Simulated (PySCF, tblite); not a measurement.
Isomers of CH10N2OSi3, one GFN2-xTB conformer each. Single-point energies are computed at PBE0/pcSseg-1 (PySCF, gas phase, no added dispersion term), electronic only.

Problem. Rank them by PBE0/pcSseg-1 energy, lowest first (kcal/mol).
A. `[NH2:1][Si@@H:2]1[NH:3][SiH2:4][CH2:5][O:6][SiH2:7]1` with H–N1–Si2–N3 169° and -53°, N1–Si2–N3–Si4 -128°, Si2–N3–Si4–C5 -17°, N3–Si4–C5–O6 55°, Si4–C5–O6–Si7 -67°
B. `[NH2:1][Si@@H:2]([CH:3]=[O:4])[N:5]([SiH3:6])[SiH3:7]` with H–N1–Si2–C3 174° and -50°, N1–Si2–C3–O4 136°, N1–Si2–N5–Si6 51°
C. `[CH3:1][Si@@H:2]1[NH:3][Si@@H:4]([OH:5])[NH:6][SiH2:7]1` with N3–Si4–O5–H 58°, C1–Si2–N3–Si4 -119°, Si2–N3–Si4–O5 -132°, N3–Si4–N6–Si7 16°, Si4–N6–Si7–Si2 -14°

Solution. C (0.0), A (51.9), B (70.5).

As drawn, the lowest has an O–H bond, an Si–O bond and an Si–Si bond, which the highest lacks; the highest has a C=O bond, which the lowest lacks. GFN2-xTB itself gives, in the same order: 0.0, 18.8, 50.6. Both levels put the same isomer lowest; measured from each level's own lowest isomer, the values differ by up to 33.1 kcal/mol (N[Si@@H]1N[SiH2]CO[SiH2]1: 18.8 against 51.9).

Problem. Which frontier levels, dipoles and rotational constants go with these structures?

Solution. 
```json
{"SMILES": "C[Si@@H]1N[Si@@H](O)N[SiH2]1", "HOMO (eV, PBE0/pcSseg-1)": "-7.14", "LUMO (eV)": "-0.08", "dipole (D)": "1.14", "A, B, C (MHz)": "2284, 1115, 833.4"}
{"SMILES": "N[Si@@H]1N[SiH2]CO[SiH2]1", "HOMO (eV, PBE0/pcSseg-1)": "-7.06", "LUMO (eV)": "-0.63", "dipole (D)": "2.36", "A, B, C (MHz)": "1910, 1371, 873.8"}
{"SMILES": "N[Si@@H](C=O)N([SiH3])[SiH3]", "HOMO (eV, PBE0/pcSseg-1)": "-7.10", "LUMO (eV)": "-1.76", "dipole (D)": "2.66", "A, B, C (MHz)": "1720, 1361, 812.2"}
```

Problem. What happens when harmonic zero-point energies from GFN2-xTB frequencies are added?

Solution. 
```json
{"SMILES": "C[Si@@H]1N[Si@@H](O)N[SiH2]1", "ZPE (kcal/mol)": "72.4", "electronic (kcal/mol)": "0.0", "with ZPE (kcal/mol)": "0.0"}
{"SMILES": "N[Si@@H]1N[SiH2]CO[SiH2]1", "ZPE (kcal/mol)": "71.5", "electronic (kcal/mol)": "51.9", "with ZPE (kcal/mol)": "50.9"}
{"SMILES": "N[Si@@H](C=O)N([SiH3])[SiH3]", "ZPE (kcal/mol)": "67.0", "electronic (kcal/mol)": "70.5", "with ZPE (kcal/mol)": "65.1"}
```

The zero-point energies span 5.4 kcal/mol. The order is unchanged.
